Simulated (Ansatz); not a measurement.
Species: GaO₂H₂ (charge 0, doublet). SMILES: [Ga]([OH])[OH]
Geometry: optimised at B3LYP-D3(BJ)/def2-TZVP (Ansatz, a program for electronic structure).

Wanted: atomisation energy, in kcal/mol. Set-up: UHF or UKS for open shells; non-relativistic; spin-orbit terms left out; 6-31G* and kin with 6d, 5d where marked; valence correlation only (noble-gas shells and the d and f shells of earlier blocks); dispersion terms only where a functional's name holds one; atomisation electronic, to ground-state atoms. Ab initio and DFT rows: single points at B3LYP-D3(BJ) geometries (Ansatz).

```csv
species,coefficient,"E at MP2/6-31G* (Ansatz), Eh","E at B3LYP/def2-TZVPD (Ansatz), Eh"
[OH][Ga][OH],-1,-2074.28658,-2076.65654
Ga atom,+1,-1922.97411,-1924.86131
H atom,+2,-0.49823,-0.50215
O atom,+2,-74.88004,-75.09698
```

 1 Eh = 627.5095 kcal/mol.

Q: Compute it at each level from the table.

A: 
- MP2/6-31G*: the sum of coefficient times E is 0.55593 Eh, or 348.85 kcal/mol. Result: 348.9 kcal/mol.
- B3LYP/def2-TZVPD: the sum of coefficient times E is 0.59697 Eh, or 374.60 kcal/mol. Result: 374.6 kcal/mol.
